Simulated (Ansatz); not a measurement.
Start from `[Cl][GaH2]` and change one atom or group to get `[Cl][GaH][Br]`.

Ansatz, PBE0-D4/def2-TZVP geometries, multiplicity 1. 

Scalar relativity is left out up to krypton.

```
                                                                                  property  `[Cl][GaH2]`
                                                     LUMO energy (ωB97M-V/def2-TZVPP) / eV         -0.10
                                            zero-point energy (PBE0-D4/def2-TZVP) / kJ/mol          37.8
                                                   HOMO–LUMO gap (ωB97M-V/def2-TZVPP) / eV         10.56
                                            size of the dipole moment (PBE/def2-TZVPP) / D          1.78
                                                        LUMO energy (PBE0/def2-TZVPP) / eV         -1.83
ideal-gas entropy at 298 K and 1 bar (rigid rotor, harmonic PBE0-D4/def2-TZVP) / J/(mol·K)           265
```

What does the change do to each property? (Best estimate.)

Ansatz gave: 
| property | `[Cl][GaH][Br]` | shift |
| --- | --- | --- |
| LUMO energy (ωB97M-V/def2-TZVPP) / eV | -0.06 | 0.04 |
| zero-point energy (PBE0-D4/def2-TZVP) / kJ/mol | 23.6 | -14.2 |
| HOMO–LUMO gap (ωB97M-V/def2-TZVPP) / eV | 10.78 | 0.22 |
| size of the dipole moment (PBE/def2-TZVPP) / D | 1.45 | -0.33 |
| LUMO energy (PBE0/def2-TZVPP) / eV | -1.80 | 0.03 |
| ideal-gas entropy at 298 K and 1 bar (rigid rotor, harmonic PBE0-D4/def2-TZVP) / J/(mol·K) | 317 | 52 |

Dipoles are sizes alone; their direction can turn.

Spin–orbit coupling is left out; it splits and shifts lone-pair levels of the heavy atoms by tenths of an eV.
